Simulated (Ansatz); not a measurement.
Molecule (SMILES): [GaH] (GaH) (closed-shell singlet).
Atoms: Ga1, H2. Bonds: Ga1-H2.

Basis-set convergence of the optimised Ga1-H2 bond length at PBE with Ansatz (a quantum-chemistry and plane-wave program). Cartesian d functions, on some or all atoms, in 6-31G, 6-31G*; all else is spherical. The program fits the integrals of some runs and decomposes those of others, by size. No added dispersion term, no relativity. Reference: the value in aug-cc-pV5Z, 1.6940 Å, itself unsure by roughly 0.0008 Å (its mean distance from pcseg-4, aug-pcseg-3, aug-cc-pVQZ). Deviations are taken from unrounded values.

```tsv
basis	functions	optimised Ga1-H2 bond length (Å)	minus reference (Å)
STO-3G	19	1.3914	-0.3026
6-31G	31	1.7230	0.0289
6-31G*	37	1.7149	0.0208
aug-pcseg-1	45	1.7021	0.0080
def2-SVPD	46	1.7006	0.0065
6-311G**	50	1.6975	0.0034
def2-TZVP	54	1.6994	0.0054
cc-pVTZ	57	1.6967	0.0026
pcseg-2	57	1.6991	0.0051
def2-TZVPP	62	1.6986	0.0046
aug-cc-pVTZ	82	1.6967	0.0026
aug-pcseg-2	82	1.6965	0.0024
def2-QZVP	105	1.6948	0.0008
def2-QZVPPD	128	1.6943	0.0002
aug-cc-pVQZ	139	1.6934	-0.0007
cc-pV5Z	159	1.6942	0.0001
pcseg-4	172	1.6947	0.0007
aug-cc-pV5Z	220	1.6940	0.0000
```
